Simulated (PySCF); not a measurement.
# A thermochemical cycle for RbTe

PBE0 in PySCF with def2-SVP on every atom (core potentials on Rb, Te), for the lowest determinant that a PBE0 search found; no spin–orbit coupling. RbTe, a doublet (π ↑), has De = 2.17 eV to neutral atoms, and RbTe⁺, a triplet (π ↑↑), has De = 0.37 eV to Rb⁺ + Te.

The adiabatic ionisation energy of RbTe, between the minima, is 6.00 eV.

Problem. Which ionisation energy of the Rb atom does this level give?

Solution. IE(Rb) = IE(molecule) + De(ion) − De(neutral) = 6.00 + 0.37 − 2.17 = 4.20 eV; the measured value is 4.177 eV (NIST ASD).

Weak bonds: RbTe⁺. Basis-set superposition, not corrected here, can be much of De in a small basis, most of all at correlated wavefunction levels. These are scalar-relativistic numbers at best; spin–orbit coupling would shift them, the dissociation energy most. For an ion De counts to the pair picked by the measured ionisation energies or electron affinities, which need not be the lowest pair at this level. States were picked by a PBE0 search and need not be the measured ground states.
